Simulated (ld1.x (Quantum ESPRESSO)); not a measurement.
**Which change was made? (Nd, TM semilocal)**

Nd, norm-conserving Troullier–Martins (semilocal form), made with ld1.x (Quantum ESPRESSO) 7.5 (PBEsol, scalar-relativistic). Core [Kr] 4d10, reference 4f4 5s2 5p6 5d0 6s0 6p0 (charge +2). Waves: 5s (bound): rc 2.30 bohr; 5p (bound): rc 2.15 bohr; 4f (bound): rc 1.55 bohr; 5d (bound, empty): rc 2.30 bohr. Local part: the d channel. Core correction: Bessel-smoothed model core inside 1.15 bohr.

Cutoffs, loose and tight: the cutoffs (Ry, on a coarse ladder) from which the occupation-weighted sum of valence levels, in a spherical-Bessel basis at the reference potential, stays within 10 and 1 mRy of its value at 400 Ry. They do not see the model core or the augmentation charge, which bear on the density cutoff. Test errors are all-electron minus pseudo excitation energies from the reference, over the configurations 4f4 5s2 5p6 5d0 6s2 6p0; 4f4 5s2 5p6 5d0 6s1 6p0; 4f3 5s2 5p6 5d0 6s0 6p0; 4f5 5s2 5p6 5d0 6s0 6p0; 4f4 5s2 5p5 5d0 6s2 6p0; 4f4 5s2 5p6 5d0 6s0 6p1; 4f3 5s2 5p6 5d1 6s1 6p0; variants that change the core or the reference have their own tests. The largest error is taken over the tests solved by every variant that gives reliable tests at all, those not shown here included: 4f3 5s2 5p6 5d0 6s0 6p0; 4f3 5s2 5p6 5d1 6s1 6p0; 4f4 5s2 5p5 5d0 6s2 6p0; 4f4 5s2 5p6 5d0 6s1 6p0; 4f4 5s2 5p6 5d0 6s2 6p0.

The base gives: outcome: generated; cutoff, loose: 160 Ry; cutoff, tight: 200 Ry; bound ghosts: none; largest test error (meV): +2532.

On the changes marked as counting shells twice: ld1.x takes every shell without a wave as core, so the model core holds the marked electrons as well and exchange and correlation see them twice. This cancels in the reference configuration, but the file is broken for other ones, and its errors say nothing about a proper core correction.

(1) After one change the result is: outcome: generated; cutoff, loose: 260 Ry; cutoff, tight: 300 Ry; bound ghosts: none; largest test error (meV): -455 over the solved tests; 1 of 7 tests not solved or not reliable. Which change was it?
A. all radii but the core radius scaled by about 0.86 (s 1.98, p 1.84, d 1.98, f 1.34 bohr)
B. reference 4f3 5s2 5p6 5d1 6s2 6p0 (6s counted twice)
C. core [Kr] 4d10 5s2, valence charge 12; reference 4f3 5p6 5d1 6s2 6p0; waves now 6s (bound): rc 2.90 bohr; 5p (bound): rc 2.65 bohr; 5d (bound): rc 2.65 bohr; 4f (bound): rc 1.10 bohr; local potential the f channel; core correction Bessel-smoothed model core inside 0.85 bohr

Answers

(1) C. The others give: reference 4f3 5s2 5p6 5d1 6s2 6p0 (6s counted twice) → outcome: generated, misses its reference levels by 0.99 eV; cutoff, loose: 160 Ry; cutoff, tight: 180 Ry; bound ghosts: none; largest test error (meV): -3321 over the solved tests; 3 of 7 tests not solved or not reliable | all radii but the core radius scaled by about 0.86 (s 1.98, p 1.84, d 1.98, f 1.34 bohr) → outcome: generated; cutoff, loose: 200 Ry; cutoff, tight: 230 Ry; bound ghosts: none; largest test error (meV): +924. In the semilocal form every listed channel keeps its own potential, so the choice of the local channel does not act on these tests. It acts once the file is put into the separable form.
